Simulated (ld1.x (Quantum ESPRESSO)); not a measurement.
Building the PAW potential for carbon (C) (PBE, scalar-relativistic).

carbon, PAW, made with ld1.x (Quantum ESPRESSO) 7.5 (PBE, scalar-relativistic). Core [He], reference 2s2 2p2. Waves: 2s (bound): rcut 0.90, rcutus 1.05 bohr; 2s channel at 1.25 Ry: rcut 0.90, rcutus 1.05 bohr; 2p (bound): rcut 1.10, rcutus 1.45 bohr; 2p channel at 2.35 Ry: rcut 1.10, rcutus 1.45 bohr; 3d channel at 0.05 Ry: rcut 0.95, rcutus 1.20 bohr; 3d channel at 1.5 Ry: rcut 0.95, rcutus 1.20 bohr. Local part: all-electron potential smoothed inside 0.80 bohr (lloc = -1). Core correction: a·sin(br)/r model core, default radius (ld1.x builds one for every PAW set, though the input has nlcc=.false.). Augmentation charge: BESSEL, radius 1.05 bohr.

All-electron outer shells of the reference configuration (PBE, scalar-relativistic, ld1.x):

```csv
shell,level (eV),outermost node (bohr),outermost maximum (bohr)
1s,-273.38,–,0.17
2s,-13.75,0.38,1.22
2p,-5.29,–,1.20
```

Results:

| Property | Result |
| --- | --- |
| Largest excitation error | -8.8 meV (all-electron minus pseudo) for 2s1 2p0, out of 7 test configurations |
| Lowest eigenvalue of the overlap operator | -70.59 (d channel); it is negative, so in a basis up to 400 Ry S is not positive definite and the file is unfit for use |

The ghost test of this file was not conclusive. Its overlap operator is not positive definite in a basis up to 400 Ry (lowest eigenvalue d -70.59), so the file is unfit for use: the generalised eigenproblem breaks down once the basis is large enough, and its test numbers describe a broken file.

Generation and tests took about 2.6 s on one core of a shared server CPU.
